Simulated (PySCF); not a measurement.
# Ionisation energy of Pb by level of theory

Pb [Xe] 4f14 5d10 6s2 6p2 [6p1/2^2, M_J = 0] → Pb⁺ [Xe] 4f14 5d10 6s2 6p1 [6p1/2^1, M_J = 1/2], as a difference of total energies. Calculation: PySCF 2.14, in x2c-TZVPPall-2c with one added diffuse shell each of s, p, d, f type (12s12p10d4f, 126 functions); the two-component X2C-1e Hamiltonian. Correlated levels: [Xe] 4f14 frozen; the 54 highest virtual spinors dropped. "Screened" scales the spin-orbit matrix elements by Boettger's factors to mimic the two-electron term; Breit and QED terms are absent.

Question: Order these methods by the ionisation energy they give, lowest first.
A. GCCSD (screened spin-orbit)
B. GCCSD(T) (screened spin-orbit)
C. GMP2 (screened spin-orbit)
D. GHF (screened spin-orbit)

Answer: D (6.453 eV), C (7.114 eV), A (7.159 eV), B (7.236 eV).

Errors of the correlated levels include the incompleteness of this basis and the frozen core.

The labels give the starting determinants; with spin-orbit coupling the two ends relaxed to ⟨J²⟩ = 0.00, ⟨L²⟩ = 1.52, ⟨S²⟩ = 1.52 and ⟨J²⟩ = 0.76, ⟨L²⟩ = 2.21, ⟨S²⟩ = 0.95.

For comparison: 7.417 eV (measured; NIST Atomic Spectra Database, ionization energies).
